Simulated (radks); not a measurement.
Values are calculated unless marked as measured or tabulated.
Removal energies from the platinum ion Pt6+, [Xe] 4f14 5d4, by Delta-SCF beside the eigenvalue of the level emptied. Level of theory: scalar-relativistic Kohn-Sham, PBE, spin-polarised, spherical densities, finite nucleus; Fermi nuclear charge, rms radius of each element as measured or else 0.836 A^(1/3) + 0.57 fm (a radial shooting solver on a logarithmic mesh with Libxc functionals). Open shells are filled with parallel spins first.

| removed from | final configuration | Delta-SCF (eV) | -eigenvalue (eV) |
|---|---|---|---|
| 5d | [Xe] 4f14 5d3 | 92.923 | 84.922 |
| 5p | [Kr] 4d10 4f14 5s2 5p5 5d4 | 146.35 | 137.20 |
| 4f | [Xe] 4f13 5d4 | 171.83 | 156.38 |
| 5s | [Kr] 4d10 4f14 5s1 5p6 5d4 | 195.00 | 184.95 |
